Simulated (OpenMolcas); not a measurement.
# Ag V: the spin-orbit constant, worked from levels

* Program: OpenMolcas 26.06
* Basis: ANO-R2 [7s5p4d2f1g]
* Scalar Hamiltonian: X2C, finite nucleus
* Active space: 7 electrons in 5 orbitals (4d)
* State averaging: 2S+1 = 4 even, 10 roots; 2S+1 = 2 even, 40 roots
* Spin-orbit coupling: RASSI with atomic mean-field integrals over the reference wave functions, term energies averaged over their components

Methods: CASSCF; MS-CASPT2, IPEA 0.25 Eh, imaginary shift 0.1 Eh (closed shells correlated: 4s 4p). Measured levels: the list in Gamrath, thesis, University of Mons (2023).

**The spin-orbit constant.** For the Hund term ⁴F of d7, E(J) = (A/2) J(J+1) + constant and ζ = -2S·A = -3A. From J = 3/2 to J = 9/2 the energy changes by 10.5 A.

| Source | E(9/2) - E(3/2) | A | ζ |
| --- | --- | --- | --- |
| CASSCF | -6945.7 | -661.5 | 1984 |
| MS-CASPT2 | -6851.9 | -652.6 | 1958 |
| measured | -7097.3 | -675.9 | 2028 |

All in cm-1. MS-CASPT2 is off by -3.5 % and CASSCF by -2.1 %. Both methods take the spin-orbit matrix elements from the reference wave functions, so the second can move ζ only through the term energies and any multistate remixing. Second-order mixing with other terms is absorbed into this ζ.

Term energies are means over components that CASPT2 splits; among the terms shown or strongly mixed into the levels shown the widest spread is 690 cm-1 (4d⁷ ⁴F, MS-CASPT2). Without dynamic correlation excited terms often stand tens of per cent too high (terms of higher spin than the ground term too low), and those without a measured partner can miss by more than the paired ones (holds for CASSCF). Measured partners are found by configuration, term and J. A level has none where our copy of the source lacks it or the pairing is in doubt (some pairs that miss far off the trend of their configuration count as doubtful), and it then counts in no deviation. Levels of configurations outside the active space are missing.
